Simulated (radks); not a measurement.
Values are calculated unless marked as measured or tabulated.
How relativity changes the ionisation of neutral krypton ([Kr]) to Kr+ ([Ar] 3d10 4s2 4p5). Spin-unpolarised spherical Kohn-Sham, PBE, point nucleus unless stated (finite: rms radius 4.1884 fm), a radial shooting solver on a logarithmic mesh with Libxc functionals. A level marked "c x" has the speed of light scaled by that factor and shares open shells by 2j + 1; other Dirac levels either fill j = l - 1/2 first or share by 2j + 1.

non-rel.: E(Kr) (hartree) -2753.41611; E(Kr+) (hartree) -2752.89009; IE (eV) 14.314; HOMO 4p; <r> HOMO (bohr) 1.952
scalar-rel.: E(Kr) (hartree) -2790.26526; E(Kr+) (hartree) -2789.74015; IE (eV) 14.289; HOMO 4p; <r> HOMO (bohr) 1.946
scalar-rel., finite nucleus: E(Kr) (hartree) -2790.24145; E(Kr+) (hartree) -2789.71634; IE (eV) 14.289; HOMO 4p; <r> HOMO (bohr) 1.946
Dirac, 2j+1 shares: E(Kr) (hartree) -2790.47967; E(Kr+) (hartree) -2789.95429; IE (eV) 14.296; HOMO 4p3/2; <r> HOMO (bohr) 1.962
Dirac, low j first: E(Kr) (hartree) -2790.47967; E(Kr+) (hartree) -2789.96307; IE (eV) 14.057; HOMO 4p3/2; <r> HOMO (bohr) 1.962
Dirac, 2j+1 shares, finite nucleus: E(Kr) (hartree) -2790.45584; E(Kr+) (hartree) -2789.93045; IE (eV) 14.296; HOMO 4p3/2; <r> HOMO (bohr) 1.962
Dirac, c x 0.75: E(Kr) (hartree) -2821.16444; E(Kr+) (hartree) -2820.63927; IE (eV) 14.290; HOMO 4p3/2; <r> HOMO (bohr) 1.971
Dirac, c x 1.5: E(Kr) (hartree) -2769.57680; E(Kr+) (hartree) -2769.05111; IE (eV) 14.305; HOMO 4p3/2; <r> HOMO (bohr) 1.956
Dirac, c x 100: E(Kr) (hartree) -2753.41969; E(Kr+) (hartree) -2752.89368; IE (eV) 14.314; HOMO 4p3/2; <r> HOMO (bohr) 1.952

NIST Atomic Spectra Database: 14.000 eV (measured). The relativistic part of the total energy of Kr is -37.04 hartree (Dirac, 2j+1 shares, finite nucleus), 1.3 % of the non-relativistic value. Spin polarisation and multiplet splitting of open shells are left out at every level.

Beside tabulated values, note that spin-unpolarised runs miss the spin-polarisation part of the exchange energy of open shells.
